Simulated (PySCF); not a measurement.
**Computed properties of C2Cl3, SMILES Cl[C]=C(Cl)Cl**

C2Cl3, SMILES Cl[C]=C(Cl)Cl (connectivity only; charge and spin as stated), charge +1, multiplicity 1. Geometry: PBE0-D3(BJ)/def2-SVP. The multiplicity is an assumed one; other spin states were not compared. The isomer is the one that the SMILES or the coordinates give; other isomers of the formula were not compared. One conformer was computed; it need not be the lowest. All values are computed for the isolated molecule unless a solvent is named; none is compared with measurement here.

**Structure.** The optimised structure has C2v symmetry. All 9 harmonic modes at PBE0-D3(BJ)/def2-SVP (PySCF) are real, so it is a minimum. With heavy atoms numbered as in [Cl:1][C:2]=[C:3]([Cl:4])[Cl:5], the shortest bond between them is C2–C3 at 1.312 Å and the longest C3–Cl5 at 1.690 Å.

**Vibrations.** The strongest infrared lines (harmonic, unscaled, degenerate partners summed) lie at 974 cm⁻¹ (141 km/mol, C 73 %, Cl 27 %), 954 cm⁻¹ (93 km/mol, C 80 %, Cl 20 %), 1866 cm⁻¹ (57 km/mol, C 98 %). The softest mode is at 74 cm⁻¹ and the zero-point energy is 8.2 kcal/mol.

**Electronic structure.** ωB97X/def2-TZVP (PySCF) places the frontier levels at -15.71 and -7.99 eV, a gap of 7.72 eV and a mean polarisability of 58.9 bohr³.

**Excitations.** TDA-CAM-B3LYP/def2-SVPD (PySCF) has S1 at 1.39 eV (893 nm, f = 0.000, dark); the most intense of the 10 singlets computed lies at 6.41 eV (f = 0.16). T1 (TDA) is at 0.85 eV, 0.54 eV under S1.

**NMR.** GIAO shifts at PBE0/pcSseg-1 (PySCF) (non-relativistic, atoms alike by connectivity averaged): ¹³C from 152.4 to 604.1 ppm against TMS. Without spin–orbit terms, shifts of atoms bonded to Cl or Br come out too high.
